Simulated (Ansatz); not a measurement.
Start from `N=[C](O)[GeH2][OH]` and change one atom or group to get `C=NC(=N)O`.

Ansatz, PBE0-D4/def2-TZVP geometries, multiplicity 1. Each molecule was computed in one conformer, which needn't be the lowest.

Scalar relativity is left out up to krypton.

| property | `N=[C](O)[GeH2][OH]` |
| --- | --- |
| HOMO energy (ωB97M-V/def2-TZVPP) / eV | -10.06 |
| HOMO energy (PBE/def2-TZVPP) / eV | -6.32 |
| HOMO energy (B3LYP/def2-TZVPP) / eV | -7.54 |
| HOMO energy (PBE0/def2-TZVPP) / eV | -7.75 |
| size of the dipole moment (B3LYP/def2-TZVPP) / D | 1.13 |
| LUMO energy (PBE0/def2-TZVPP) / eV | -0.68 |

(1) Give the same properties after the change, and the shifts. (Best estimate.)

Answers

(1) Computed: 
```csv
property,`C=NC(=N)O`,shift
HOMO energy (ωB97M-V/def2-TZVPP) / eV,-10.31,-0.25
HOMO energy (PBE/def2-TZVPP) / eV,-6.63,-0.31
HOMO energy (B3LYP/def2-TZVPP) / eV,-7.85,-0.31
HOMO energy (PBE0/def2-TZVPP) / eV,-8.07,-0.32
size of the dipole moment (B3LYP/def2-TZVPP) / D,2.05,0.92
LUMO energy (PBE0/def2-TZVPP) / eV,-1.69,-1.01
```

With PBE0 the HOMO falls by 0.32 eV and the LUMO falls by 1.01 eV, so the gap narrows by about 0.69 eV. PBE moves the HOMO by -0.31 eV and ωB97M-V by -0.25 eV. Dipoles are sizes alone; their direction can turn.

B3LYP here is the variant with VWN-RPA as its local correlation; programs differ in this.
